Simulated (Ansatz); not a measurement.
CH6BNO, 10 atoms. The species carries charge 0 and has multiplicity 1. The bonds changed during the relaxation, so this is another structure than the one it started from. All runs use 2 threads of an AMD EPYC 7B13 on a shared host. Correlated methods freeze the cores.

(1) How many basis functions does each run have, and how long does it take in Ansatz? RKS PBE0-D4/def2-QZVPP energy; RHF-MP2/def2-QZVPP energy; RKS BHLYP-D4/def2-TZVPP energy; RKS ωB97M-V/def2-SVP energy; RHF-CCSD(T)/def2-TZVPP energy; RHF-CCSD(T)/def2-SVP energy; direct RPA on PBE orbitals/def2-TZVPP energy; RKS PBE0-D4/def2-SVP energy; RKS ωB97M-V/def2-QZVPP energy; RKS ωB97M-V/def2-TZVPP energy and forces; RKS PBE0-D4/def2-TZVP frequencies; RKS PBE-D4/def2-TZVPP energy and forces. (An estimate is asked.)

Results:

(1) Ansatz gave: Other jobs shared the machine, so times are rough.

```tsv
level	job	functions	wall time	peak host memory (GiB)
RKS PBE0-D4/def2-SVP	energy	86	0.85 s	0.38
RKS PBE-D4/def2-TZVPP	energy and forces	208	2.1 s	0.22
RKS BHLYP-D4/def2-TZVPP	energy	208	2.2 s	0.38
RKS ωB97M-V/def2-SVP	energy	86	2.8 s	0.38
RHF-CCSD(T)/def2-SVP	energy	86	3 s	0.38
direct RPA on PBE orbitals/def2-TZVPP	energy	208	4.6 s	0.46
RKS PBE0-D4/def2-QZVPP	energy	408	5.5 s	0.97
RKS ωB97M-V/def2-TZVPP	energy and forces	208	7.5 s	0.54
RKS ωB97M-V/def2-QZVPP	energy	408	13 s	1.2
RHF-MP2/def2-QZVPP	energy	408	16 s	2
RHF-CCSD(T)/def2-TZVPP	energy	208	59 s	3
RKS PBE0-D4/def2-TZVP	frequencies	160	89 s	0.38
```
